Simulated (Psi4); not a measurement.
thioethanol (C$_{2}$H$_{6}$S), singlet, at a GFN2-xTB geometry; TPSSH/6-31G* in Psi4.

Input for Psi4:
```
memory 2 GB

molecule {
0 1
  C     1.52061639    0.69110205   -0.00537013
  C     0.01160357    0.83116525    0.00317706
  S    -0.76180616   -0.83788851    0.00077464
  H    -2.02039087   -0.40414507    0.00913826
  H    -0.33041049    1.34965505    0.89884698
  H    -0.33986788    1.35660473   -0.88474809
  H     1.98452811    1.67524859   -0.00399531
  H     1.85553895    0.14418625    0.87317856
  H     1.84618103    0.15106283   -0.89165625
}

set basis 6-31g*

energy('tpssh')
print_variables()
```

Task: Predict the main parts of the log of this Psi4 run.

Result: 
```
   => Loading Basis Set <=

    Name: 6-31G*
    Role: ORBITAL
    Keyword: BASIS

         ---------------------------------------------------------
                                   SCF
               by Justin Turney, Rob Parrish, Andy Simmonett
                          and Daniel G. A. Smith
                              RKS Reference
         ---------------------------------------------------------

  ==> Geometry <==

    Molecular point group: c1
    Full point group: C1

    Geometry (in Angstrom), charge = 0, multiplicity = 1:

       Center              X                  Y                   Z               Mass
    ------------   -----------------  -----------------  -----------------  -----------------
         C            1.568196339385     0.759077610971    -0.005357555385    12.000000000000
         C            0.059183519385     0.899140810971     0.003189634615    12.000000000000
         S           -0.714226210615    -0.769912949029     0.000787214615    31.972071174400
         H           -1.972810920615    -0.336169509029     0.009150834615     1.007825032230
         H           -0.282830540615     1.417630610971     0.898859554615     1.007825032230
         H           -0.292287930615     1.424580290971    -0.884735515385     1.007825032230
         H            2.032108059385     1.743224150971    -0.003982735385     1.007825032230
         H            1.903118899385     0.212161810971     0.873191134615     1.007825032230
         H            1.893760979385     0.219038390971    -0.891643675385     1.007825032230

  Running in c1 symmetry.

  Rotational constants: A =      0.96718  B =      0.18087  C =      0.16165 [cm^-1]
  Rotational constants: A =  28995.26618  B =   5422.33914  C =   4846.01945 [MHz]
  Nuclear repulsion =  107.456706415339127

  Charge       = 0
  Multiplicity = 1
  Electrons    = 34
  Nalpha       = 17
  Nbeta        = 17

  ==> Algorithm <==

  SCF Algorithm Type is DF.
  DIIS enabled.
  MOM disabled.
  Fractional occupation disabled.
  Guess Type is SAD.
  Energy threshold   = 1.00e-06
  Density threshold  = 1.00e-06
  Integral threshold = 1.00e-12

  ==> Primary Basis <==

  Basis Set: 6-31G*
    Blend: 6-31G*
    Number of shells: 32
    Number of basis functions: 61
    Number of Cartesian functions: 61
    Spherical Harmonics?: false
    Max angular momentum: 2

  ==> DFT Potential <==

   => LibXC <=

    Version 7.1.2
    S. Lehtola, C. Steigemann, M. J. T. Oliveira, and M. A. L. Marques,  SoftwareX 7, 1–5 (2018) (10.1016/j.softx.2017.11.002)

   => Composite Functional: TPSSH <=

    TPSSh Hyb-GGA Exchange-Correlation Functional

    V. N. Staroverov, G. E. Scuseria, J. Tao, and J. P. Perdew,  J. Chem. Phys. 119, 12129 (2003) (10.1063/1.1626543)

    Deriv               =              1
    GGA                 =           TRUE
    Meta                =           TRUE

    Exchange Hybrid     =           TRUE
    MP2 Hybrid          =          FALSE

   => Exchange Functionals <=

    0.9000   Tao, Perdew, Staroverov & Scuseria

   => Exact (HF) Exchange <=

    0.1000               HF

   => Correlation Functionals <=

    1.0000   Tao, Perdew, Staroverov & Scuseria

   => LibXC Density Thresholds  <==

    XC_HYB_MGGA_XC_TPSSH:  1.00E-15

   => Molecular Quadrature <=

    Radial Scheme          =       TREUTLER
    Pruning Scheme         =           NONE
    Nuclear Scheme         =       TREUTLER

    Blocking Scheme        =         OCTREE
    BS radius alpha        =              1
    Pruning alpha          =              1
    Radial Points          =             75
    Spherical Points       =            302
    Total Points           =         193201
    Total Blocks           =           1480
    Max Points             =            256
    Max Functions          =             61
    Weights Tolerance      =       1.00E-15

   => Loading Basis Set <=

    Name: (6-31G* AUX)
    Role: JKFIT
    Keyword: DF_BASIS_SCF

  ==> Integral Setup <==

  SCF_SUBTYPE=INCORE selected. In-core MEM_DF algorithm will be used.
  Using in-core AOs.

  ==> MemDFJK: Density-Fitted J/K Matrices <==

    J tasked:                   Yes
    K tasked:                   Yes
    wK tasked:                   No
    Algorithm:                 Core
    Schwarz Cutoff:           1E-12
    Mask sparsity (%):       0.3762
    Fitting Condition:        1E-10

   => Auxiliary Basis Set <=

  Basis Set: (6-31G* AUX)
    Blend: CC-PVDZ-JKFIT
    Number of shells: 138
    Number of basis functions: 442
    Number of Cartesian functions: 442
    Spherical Harmonics?: false
    Max angular momentum: 3

  Minimum eigenvalue in the overlap matrix is 7.5268572175E-03.
  Reciprocal condition number of the overlap matrix is 1.1303474890E-03.
    Using symmetric orthogonalization.

  ==> Pre-Iterations <==

  SCF Guess: Superposition of Atomic Densities via on-the-fly atomic UHF (no occupation information).

   -------------------------
    Irrep   Nso     Nmo
   -------------------------
     A         61      61
   -------------------------
    Total      61      61
   -------------------------

  ==> Iterations <==

                           Total Energy        Delta E     RMS |[F,P]|

   @DF-RKS iter SAD:  -477.58677493037379   -4.77587e+02   0.00000e+00
   @DF-RKS iter   1:  -477.79468146933732   -2.07907e-01   1.05596e-02 DIIS/ADIIS
   @DF-RKS iter   2:  -477.67402960431593    1.20652e-01   1.27231e-02 DIIS/ADIIS
   @DF-RKS iter   3:  -478.01475927887850   -3.40730e-01   1.30449e-03 DIIS/ADIIS
   @DF-RKS iter   4:  -478.01802377921035   -3.26450e-03   4.85402e-04 DIIS/ADIIS
   @DF-RKS iter   5:  -478.01847124751055   -4.47468e-04   1.28764e-04 DIIS/ADIIS
   @DF-RKS iter   6:  -478.01850294999065   -3.17025e-05   1.52347e-05 DIIS
   @DF-RKS iter   7:  -478.01850343501712   -4.85026e-07   3.63434e-06 DIIS
   @DF-RKS iter   8:  -478.01850345933605   -2.43189e-08   1.12643e-06 DIIS
   @DF-RKS iter   9:  -478.01850346226718   -2.93113e-09   9.47500e-08 DIIS
  Energy and wave function converged.

  ==> Post-Iterations <==

   Electrons on quadrature grid:
      Ntotal   =   33.9999707336 ; deviation = -2.927e-05

    Orbital Energies [Eh]
    ---------------------

    Doubly Occupied:

[...]
    Virtual:

[...]
    Final Occupation by Irrep:
              A
    DOCC [    17 ]
    NA   [    17 ]
    NB   [    17 ]

  @DF-RKS Final Energy:  -478.01850346226718

   => Energetics <=

    Nuclear Repulsion Energy =            107.4567064153391271
    One-Electron Energy =                -869.4014011625519061
    Two-Electron Energy =                 318.9940207794821845
    DFT Exchange-Correlation Energy =     -35.0678294945365963
    Empirical Dispersion Energy =           0.0000000000000000
    VV10 Nonlocal Energy =                  0.0000000000000000
    Total Energy =                       -478.0185034622671765

Computation Completed

Properties will be evaluated at   0.000000,   0.000000,   0.000000 [a0]

Properties computed using the SCF density matrix

 Multipole Moments:

 ------------------------------------------------------------------------------------
     Multipole            Electronic (a.u.)      Nuclear  (a.u.)        Total (a.u.)
 ------------------------------------------------------------------------------------

 L = 1.  Multiply by 2.5417464519 to convert [e a0] to [Debye]
 Dipole X            :         -3.0589738            3.0570446           -0.0019292
 Dipole Y            :         -3.6334053            4.3674766            0.7340713
 Dipole Z            :          0.0020626            0.0008079            0.0028705
 Magnitude           :                                                    0.7340795

 ------------------------------------------------------------------------------------

  Variable Map:
  ----------------------------------------------------------------------------
[...]
  Array Variable Map:
  ----------------------------------------------------------------------------
[...]
[...]
```
